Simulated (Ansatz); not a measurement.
ClH2SbSeTe (`[Cl][Sb]([SeH])[TeH]`). Total charge 0; spin multiplicity 1. Sb, Te: def2 effective core potential. The geometry is a stationary point of PBE0-D4/def2-TZVP. It is one conformer, not always the lowest.

```xyz
6

Cl   -2.453   -0.525    0.856
Sb   -0.472   -0.755   -0.420
Se    0.027    1.688   -0.935
Te    1.106   -0.825    1.842
H    -0.634    1.615   -2.249
H     2.427   -1.199    0.907
```

Task: What is the dipole moment at r2SCAN/def2-TZVPP? (An estimate is asked.)

Result: Ansatz gave: 2.37 D, with components (1.32, -0.90, -1.75) D in this frame, pointing from negative to positive charge.

Task: And with PBE, B3LYP, ωB97M-V? (An estimate is asked.)

Result: Ansatz gave: PBE 2.25 D, B3LYP 2.38 D, ωB97M-V 2.41 D.

Task: Give the Mulliken charges with r2SCAN, PBE, B3LYP in def2-TZVPP. (Estimate.)

Result: The calculation gave: 
```json
{"atom": "Cl1", "r2SCAN": "-0.34", "PBE": "-0.31", "B3LYP": "-0.35"}
{"atom": "Sb2", "r2SCAN": "0.56", "PBE": "0.50", "B3LYP": "0.57"}
{"atom": "Se3", "r2SCAN": "-0.22", "PBE": "-0.20", "B3LYP": "-0.21"}
{"atom": "Te4", "r2SCAN": "-0.08", "PBE": "-0.06", "B3LYP": "-0.05"}
{"atom": "H5", "r2SCAN": "0.07", "PBE": "0.07", "B3LYP": "0.06"}
{"atom": "H6", "r2SCAN": "0.00", "PBE": "0.00", "B3LYP": "-0.02"}
```

B3LYP here is the variant with VWN-RPA as its local correlation; programs differ in this.
